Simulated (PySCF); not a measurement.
Cartesian coordinates in Å; atom numbers follow the order of the lines, from 1:
```xyz
17

C     2.369   -0.494   -0.104
C     0.900   -0.336    0.072
C     0.037   -1.210    0.568
C    -1.375   -0.708    0.567
C    -1.227    0.784    0.178
C    -2.202    1.179   -0.802
N    -2.966    1.479   -1.599
C     0.215    0.933   -0.363
H     2.903    0.278    0.450
H     2.637   -0.392   -1.156
H     2.695   -1.469    0.249
H     0.273   -2.198    0.925
H    -1.858   -0.826    1.538
H    -1.975   -1.253   -0.169
H    -1.361    1.413    1.064
H     0.707    1.824    0.031
H     0.220    1.008   -1.455
```

Geometry: GFN2-xTB; GIAO shifts from PySCF 2.14, gas phase, non-relativistic, averaged over equivalent atoms.

At PBE0/pcSseg-1 (181 basis functions, of the order of 70 core-seconds):
```
     atoms  δ (ppm)
        C2    146.8
        C3    130.2
        C6    128.4
        C8     48.3
        C4     44.7
        C5     25.2
        C1     18.9
        N7    296.1
       H12     5.48
       H14     2.95
       H13     2.94
       H15     2.92
       H17     2.82
       H16     2.72
H9/H10/H11     1.88
```

Shifts are taken against calculated references (same method and geometry level): ¹³C (σref 186.93), ¹H (σref 31.72) against TMS; ¹⁵N (σref 267.73) against NH3.

Problem. What do these become at OLYP/6-311G**?

Solution. 
```json
{"atoms": "C2", "δ at OLYP/6-311G**": "139.9", "change": "-6.9"}
{"atoms": "C3", "δ at OLYP/6-311G**": "122.9", "change": "-7.3"}
{"atoms": "C6", "δ at OLYP/6-311G**": "119.3", "change": "-9.1"}
{"atoms": "C8", "δ at OLYP/6-311G**": "49.2", "change": "+0.9"}
{"atoms": "C4", "δ at OLYP/6-311G**": "46.0", "change": "+1.3"}
{"atoms": "C5", "δ at OLYP/6-311G**": "27.8", "change": "+2.6"}
{"atoms": "C1", "δ at OLYP/6-311G**": "19.1", "change": "+0.2"}
{"atoms": "N7", "δ at OLYP/6-311G**": "285.3", "change": "-10.8"}
{"atoms": "H12", "δ at OLYP/6-311G**": "5.47", "change": "-0.01"}
{"atoms": "H14", "δ at OLYP/6-311G**": "3.09", "change": "+0.14"}
{"atoms": "H13", "δ at OLYP/6-311G**": "3.02", "change": "+0.08"}
{"atoms": "H15", "δ at OLYP/6-311G**": "3.10", "change": "+0.18"}
{"atoms": "H17", "δ at OLYP/6-311G**": "2.99", "change": "+0.17"}
{"atoms": "H16", "δ at OLYP/6-311G**": "2.84", "change": "+0.12"}
{"atoms": "H9/H10/H11", "δ at OLYP/6-311G**": "1.83", "change": "-0.05"}
```

Referencing at the same level of theory: ¹³C (σref 187.46), ¹H (σref 32.12) vs TMS; NH3 for ¹⁵N (σref 275.39).

The largest change is at N7 (nitrile nitrogen). Cost: 198 basis functions, roughly 2 core-minutes. The order of the carbon signals is the same at both levels.

Experimental scales use liquid or dissolved standards, which lie at an offset from isolated NH3 (liquid NH3: subtract about 20 ppm). Unscaled 15N shifts of sp2 nitrogen come out 20 to 40 ppm too high even then.
